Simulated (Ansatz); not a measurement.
Sn2Ge2⁻. Total charge -1; doublet. Geometry PBE0-D4/def2-SVP, that of the neutral singlet; atoms count from 1.

```xyz
4

Ge    0.531    0.954   -0.605
Ge   -1.064    1.582    1.059
Sn   -0.724   -1.087    0.816
Sn    1.257   -1.448   -1.270
```

In the def2 sets Sn takes a core potential; there is no spin–orbit coupling. The structure comes from a short search, and lower isomers may exist.

**Question.** Estimate the Mulliken populations from the PBE0/def2-TZVPD orbitals of Ansatz.

**Answer.** 
```json
{"atom": "Ge1", "charge (e)": "-0.18", "spin (α − β)": "-0.18"}
{"atom": "Ge2", "charge (e)": "-0.39", "spin (α − β)": "0.55"}
{"atom": "Sn3", "charge (e)": "-0.17", "spin (α − β)": "-0.14"}
{"atom": "Sn4", "charge (e)": "-0.27", "spin (α − β)": "0.76"}
```
Mulliken values and Mayer orders depend strongly on the basis. With diffuse functions, as here, like atoms can get unlike values, and bond orders can come out too low or too high.

**Question.** Where does the spin sit?

**Answer.** Summed by element: Ge 0.37, Sn 0.63, of 1 unpaired in all. Largest on single atoms: Sn4 0.76, Ge2 0.55, Ge1 -0.18.

**Question.** And the Mayer bond orders between bonded heavy atoms (over 0.3)?

**Answer.** Ge1–Ge2 1.02 (2.39 Å); Ge1–Sn3 1.01 (2.79 Å); Ge1–Sn4 1.06 (2.60 Å); Ge2–Sn3 0.94 (2.70 Å); Sn3–Sn4 0.83 (2.90 Å). Values over 0.3 also appear between atoms too far apart for a bond (Ge2–Sn4 0.41 at 4.47 Å); they arise where an orbital or an unpaired electron spreads over both atoms.
